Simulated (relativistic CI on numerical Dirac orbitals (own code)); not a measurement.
**Cr2+: L2,3 absorption edge**

Computed with this model: Dirac-Coulomb-Breit CI, separate exchange-only KLI orbitals for each configuration, model QED, valence Slater integrals scaled by 0.7, multiplet model of core-to-valence dipole absorption; configurations [Ar] 3d4 → [He] 2s2 2p5 3s2 3p6 3d5; 300 K; Lorentzian 0.4 eV and Gaussian 0.3 eV FWHM. Energies are those of the free ion, without screening or charge transfer. The branching ratio is the share of the lower-energy edge in the whole absorption, uncertain by about 0.02 where the edges overlap. S is read from ⟨S²⟩ = S(S + 1).

Field parameters in Wybourne normalisation: D3d B²₀ = −7Dσ, B⁴₀ = −14Dq − 21Dτ, B⁴₃ = −14√(10/7) Dq; D4h B²₀ = −7Ds, B⁴₀ = 21(Dq − Dt), B⁴₄ = 21√(5/14) Dq; Oh B⁴₀ = 21Dq, B⁴₄ = √(5/14) B⁴₀; Td as Oh with Dq negative (B⁴₀ = 21Dq, B⁴₄ = √(5/14) B⁴₀). The field is a parameter set, without covalency.

free ion: ground-state S = 2.00, centroid 579.98 eV. Peaks (eV, height): 574.8 (13), 576.9 (100), 578.1 (76), 578.9 (59), 580.8 (9), 582.3 (20), 583.3 (12), 585.8 (31), 586.3 (26), 586.9 (26), 587.9 (17).

Oh, 10Dq = 24750 cm⁻¹: ground-state S = 1.00, centroid 581.11 eV. Peaks (eV, height): 575.1 (57), 578.0 (100), 579.3 (87), 584.1 (29), 586.5 (85), 588.0 (26).

Td, 10Dq = -8800 cm⁻¹: ground-state S = 2.00, centroid 580.24 eV. Peaks (eV, height): 574.1 (6), 576.0 (29), 577.3 (100), 577.7 (99), 582.8 (21), 583.7 (25), 584.5 (19), 586.5 (40).

D3d, 10Dq = 11950, Dσ = -160, Dτ = 180 cm⁻¹: ground-state S = 2.00, centroid 580.42 eV. Peaks (eV, height): 576.1 (57), 577.7 (100), 583.3 (17), 584.4 (34), 586.1 (30), 586.9 (35).

Oh, 10Dq = 19000 cm⁻¹: ground-state S = 1.02, centroid 580.84 eV. Peaks (eV, height): 575.3 (40), 577.7 (100), 578.8 (78), 586.0 (71), 587.7 (24).

D4h, 10Dq = 10550, Ds = 70, Dt = 130 cm⁻¹: ground-state S = 2.00, centroid 580.42 eV. Peaks (eV, height): 574.4 (6), 576.2 (48), 577.5 (100), 583.1 (19), 584.1 (31), 584.7 (26), 586.8 (42).

Strongest unbroadened transitions for D4h, 10Dq = 10550, Ds = 70, Dt = 130 cm⁻¹:

| Energy (eV) | Relative strength |
| --- | --- |
| 575.75 | 35.9 |
| 576.15 | 45.2 |
| 576.71 | 37.6 |
| 577.40 | 100.0 |
| 577.41 | 34.3 |
| 577.44 | 46.3 |
| 577.45 | 61.5 |
| 577.49 | 40.2 |
| 577.66 | 41.4 |
| 577.91 | 46.0 |
| 578.11 | 40.9 |
| 583.09 | 44.6 |
| 583.11 | 56.7 |
| 584.09 | 85.6 |
| 584.10 | 71.3 |
| 584.63 | 50.3 |
| 586.22 | 34.5 |
| 586.75 | 39.6 |
